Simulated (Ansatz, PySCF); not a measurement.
Pair of molecules: germylsilane (SMILES [SiH3][GeH3]) (first 8 atoms) with CH4 (SMILES C); geometry from B3LYP-D3(BJ)/def2-TZVP, rigid monomers moved along the line of their centres of mass till Si1···C9 is 3.62 Å.
(charge 0, multiplicity 1):
```json
[
 {"atom": "Si", "x (Å)": "0.6608", "y (Å)": "1.3379", "z (Å)": "0.6412"},
 {"atom": "Ge", "x (Å)": "-0.3633", "y (Å)": "-0.8031", "z (Å)": "0.3704"},
 {"atom": "H", "x (Å)": "0.1028", "y (Å)": "2.0357", "z (Å)": "1.8217"},
 {"atom": "H", "x (Å)": "0.4136", "y (Å)": "2.1651", "z (Å)": "-0.5640"},
 {"atom": "H", "x (Å)": "2.1238", "y (Å)": "1.1820", "z (Å)": "0.8214"},
 {"atom": "H", "x (Å)": "0.1156", "y (Å)": "-1.7933", "z (Å)": "1.4461"},
 {"atom": "H", "x (Å)": "-0.0190", "y (Å)": "-1.3942", "z (Å)": "-1.0095"},
 {"atom": "H", "x (Å)": "-1.8959", "y (Å)": "-0.6902", "z (Å)": "0.4713"},
 {"atom": "C", "x (Å)": "0.0494", "y (Å)": "0.0214", "z (Å)": "3.9559"},
 {"atom": "H", "x (Å)": "0.0027", "y (Å)": "-0.5174", "z (Å)": "4.9013"},
 {"atom": "H", "x (Å)": "0.1639", "y (Å)": "1.0871", "z (Å)": "4.1477"},
 {"atom": "H", "x (Å)": "0.8993", "y (Å)": "-0.3377", "z (Å)": "3.3774"},
 {"atom": "H", "x (Å)": "-0.8690", "y (Å)": "-0.1496", "z (Å)": "3.3960"}
]
```

Counterpoise-corrected where a basis set is named; no monomer relaxation. Rows marked so take none.

Rows in 3-21G, 6-31G* carry no dispersion term and start afresh at each structure (6-31G* with six Cartesian d functions); the Pople sets are all-electron and without relativity.

Programs: Ansatz (a quantum-chemistry and plane-wave program); PySCF for 3-21G rows, 6-31G* rows, the dispersion terms. 

One of these levels gives -0.48 kcal/mol for the interaction energy. Name it.
A) B3LYP-D3(BJ)/def2-TZVPPD
B) B3LYP/3-21G (no counterpoise)
C) HF/6-31G*
D) B3LYP/def2-TZVPPD

A, B3LYP-D3(BJ)/def2-TZVPPD. The others give 3.20 (HF/6-31G*), 0.72 (B3LYP/3-21G (no counterpoise)), 2.45 (B3LYP/def2-TZVPPD)
